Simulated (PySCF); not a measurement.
Precursor series Mo Cl-F. All species are isolated molecules in the gas phase.

The numbers are results of PBE-D3(BJ)/def2-TZVP // TPSS-D3(BJ)/def2-SVP (PySCF), not measurements. 

```tsv
species	coordination number	HOMO (eV)
1 of 6 Cl replaced by F ([Mo(Cl)5(F)])	___	-7.89
3 of 6 Cl replaced by F ([Mo(Cl)3(F)3])	6	-8.28
5 of 6 Cl replaced by F ([Mo(Cl)(F)5])	6	-9.13
6 of 6 Cl replaced by F ([Mo(F)6])	___	-10.68
```

Task: Complete the blanks.

Result: 
- 1 of 6 Cl replaced by F ([Mo(Cl)5(F)]), coordination number: 6
- 6 of 6 Cl replaced by F ([Mo(F)6]), coordination number: 6
